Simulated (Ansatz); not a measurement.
Reaction (hydrogenolysis of the Si–N bond): `N[SiH](N)S` + H₂ → `N[SiH2]S` + NH₃

Isolated molecules relaxed with PBE0-D4/def2-TZVP in Ansatz; ΔE leaves out vibrations. CCSD(T)/CBS is the MP2 limit (def2-TZVPP, def2-QZVPP) plus CCSD(T) − MP2 in def2-TZVPP, frozen cores. This one scheme is used for every species. DFT in def2-TZVPP. Each species was taken in one conformer, which may not be the lowest.

| level | ΔE (kcal/mol) |
| --- | --- |
| r2SCAN0 | 12.3 |
| HF/def2-SVP | 6.5 |

Question: What does CCSD(T)/CBS give? (Best estimate.)

Answer: Computed: +12.4 kcal/mol. The listed levels differ from it by -0.1, -5.9 kcal/mol.

Largest T1 diagnostic among the species: 0.010.

The D4 term adds +2.3 kcal/mol with B3LYP and +1.2 kcal/mol with PBE0; it sums over pairs of atoms, weighted by their polarisabilities, and B3LYP, whose exchange is more repulsive, gets the larger term. In def2-TZVPP, CCSD(T) changes the Hartree–Fock value by +3.3 kcal/mol (the triples alone add +0.8 kcal/mol) and MP2 by +5.0 kcal/mol.

B3LYP here is the variant with VWN-RPA as its local correlation; programs differ in this.
